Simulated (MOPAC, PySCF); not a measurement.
[Zn(SH)2], neutral singlet in the gas phase. 

Cartesian coordinates (Å):
```xyz
5

Zn    -0.0160     0.0100     0.1181
S      1.1645     1.8433     0.1064
H      0.2486     2.4894     0.8861
S     -1.1927    -1.8257     0.0995
H     -0.5377    -2.3073     1.1964
```
Charge 0, multiplicity 1.

All levels are single points at this geometry (PBE-D3(BJ)/def2-SVP); Pople sets use spherical d functions. Orbital energies aren't observables, and empty levels follow the basis.

| level | HOMO (eV) | LUMO (eV) | gap (eV) | dipole (D) | vertical IE, Delta-SCF (eV) |
|---|---|---|---|---|---|
| B3LYP-D3(BJ)/def2-TZVP in PySCF | -7.25 | -1.36 | 5.89 | 0.95 | – |
| PBE-D3(BJ)/def2-TZVP in PySCF | -6.31 | -1.90 | 4.41 | 0.96 | – |
| TPSSh-D3(BJ)/def2-TZVP in PySCF | -6.86 | -1.40 | 5.46 | 0.97 | – |
| B3LYP/3-21G in PySCF | -7.33 | -1.45 | 5.88 | 1.52 | – |
| B3LYP/6-31G* (LANL2DZ on Zn) in PySCF | -7.21 | -1.54 | 5.67 | 1.22 | 9.41 |
| BP86/6-31G* (LANL2DZ on Zn) in PySCF | -6.38 | -2.17 | 4.21 | 1.24 | – |
| PBE/6-31G* (LANL2DZ on Zn) in PySCF | -6.27 | -2.06 | 4.21 | 1.26 | – |
| SVWN5/6-31G* (LANL2DZ on Zn) in PySCF | -6.39 | -2.30 | 4.09 | 1.35 | – |
| HF/3-21G in PySCF | -10.46 | 1.15 | 11.61 | 1.62 | – |
| HF/STO-3G in PySCF | -3.29 | 5.38 | 8.67 | 0.49 | – |
| PM3 in MOPAC | -10.25 | -1.92 | 8.33 | 2.00 | – |
| PM6 in MOPAC | -9.48 | -0.80 | 8.68 | 1.20 | – |
| PM7 in MOPAC | -9.20 | -0.66 | 8.54 | 1.75 | – |
